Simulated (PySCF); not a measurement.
Compound: C₇H₈FOP.
Geometry (PBE0-D3(BJ)/def2-SVP, Å), atoms numbered from 1 in this order:
```xyz
18
C7H8FOP angstrom
C      3.0965    0.5441   -0.3205
C      1.9129   -0.0724   -0.1921
C      0.6185    0.5652    0.0150
C     -0.6236   -0.2200    0.1151
O     -0.4795   -1.5467    0.0206
C     -1.6378   -2.3313    0.1207
C     -1.7732    0.4839    0.3062
P     -1.4061    2.2289    0.5711
C      0.3329    1.8865    0.1482
F      1.2335    2.8574    0.0929
H      3.1923    1.6304   -0.2802
H      4.0080   -0.0384   -0.4715
H      1.8700   -1.1644   -0.2429
H     -1.3229   -3.3783    0.0335
H     -2.1395   -2.1800    1.0922
H     -2.3507   -2.0953   -0.6882
H     -2.7648    0.0548    0.4384
H     -1.7823    2.7981   -0.6878
```

The closed-shell ground state was solved at several levels (PySCF, density fitting, gas phase, non-relativistic).

| level | basis functions | HOMO (eV) | LUMO (eV) | gap (eV) | dipole (D) |
| --- | --- | --- | --- | --- | --- |
| PBE0/pcSseg-1 | 217 | -6.25 | -1.38 | 4.87 | 2.69 |
| PBE/pcSseg-1 | 217 | -5.18 | -2.18 | 3.00 | 2.59 |

Problem. Estimate the row for PBE0/def2-SVPD, a basis of 274 functions; the other rows only guide the guess.

Solution. HOMO -6.28 eV, LUMO -1.44 eV, gap 4.84 eV, dipole 2.64 D.

Problem. Over all these levels, which gives the widest orbital gap and which the narrowest?

Solution. PBE0/pcSseg-1 (global hybrid, 25 % exact exchange) has the widest, 4.87 eV, and PBE/pcSseg-1 (GGA) the narrowest, 3.00 eV. The two share the basis. From the narrowest to the widest the HOMO moves by -1.07 eV and the LUMO by +0.80 eV.

Problem. How far do the dipole and the HOMO energy spread over the levels?

Solution. The dipole runs from 2.59 to 2.69 D (mean 2.64 D) and the HOMO from -6.28 to -5.18 eV.

One conformer stands for the species.
